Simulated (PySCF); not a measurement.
These are PBE-D3(BJ)/def2-TZVP // PBE-D3(BJ)/def2-SVP in PySCF values and carry that method's errors. Gas-phase values, no solvent. One relaxed conformer stands for a flexible species; it need not be the lowest. Excitations are Tamm–Dancoff values on a coarser integration grid. The basis has no diffuse functions, so Rydberg states are missing or too high.

Reference species (SMILES): `[I][Ga]([I])[I]` (neutral, multiplicity 1).

```
Property                   Value
----------------------  --------
HOMO                    -6.65 eV
S1 oscillator strength     0.000
S1 excitation (TDA)      3.34 eV
T1 excitation (TDA)      3.06 eV
```

After one change: the HOMO goes up by 0.99 eV; the S1 oscillator strength hardly moves; the S1 excitation (TDA) goes up by 1.04 eV; the T1 excitation (TDA) increases by 1.06 eV.

### Question
Name the change that produced these shifts. The new species is one of these.
A) `C[CH2][Ga]([I])[CH2]C` (C–C–Ga–I torsion -3°, I–Ga–C–C torsion -5°)
B) `C[CH2][Ga]([I])[I]` (C–C–Ga–I torsion 180°)
C) `C[CH2][Ga]([CH2]C)[CH2]C`

### Answer
C, `C[CH2][Ga]([CH2]C)[CH2]C`
